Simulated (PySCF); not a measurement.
## Rotational lines of ZnSe

Lines J+1 ← J of the vibrational ground state, computed from RHF-CCSD(T) constants of ZnSe, ¹Σ⁺ (singlet), closed shell (PySCF, no relativity, basis sets Zn pcseg-1, Se pcseg-1; masses 63.9291 and 79.9165 u), in MHz:

```json
{"J": "2", "ν (MHz)": "17580.0"}
{"J": "3", "ν (MHz)": "23439.9"}
{"J": "4", "ν (MHz)": "29299.7"}
{"J": "5", "ν (MHz)": "35159.4"}
{"J": "6", "ν (MHz)": "41018.9"}
```

**Question.** Find B0 and the effective bond length r0; with αe = 0.000460 cm⁻¹, find Re.

**Answer.** ν = 2B0(J+1) − 4D(J+1)³ gives B0 = 0.097735 cm⁻¹. With the reduced mass μred = 35.517 u, r0 = √(16.8576/(μred·B0)) (u, cm⁻¹, Å) = 2.2037 Å. Be = B0 + αe/2 = 0.097965 cm⁻¹ gives Re = 2.201 Å.

Correlated steps freeze 14 core orbitals. Correlated levels converge slowly with the basis: in double zeta they bind strong bonds too weakly, by up to about 1 eV, and carry superposition errors of some tenths. Where the molecule has an RHF reference, its open-shell atoms are computed with UHF.
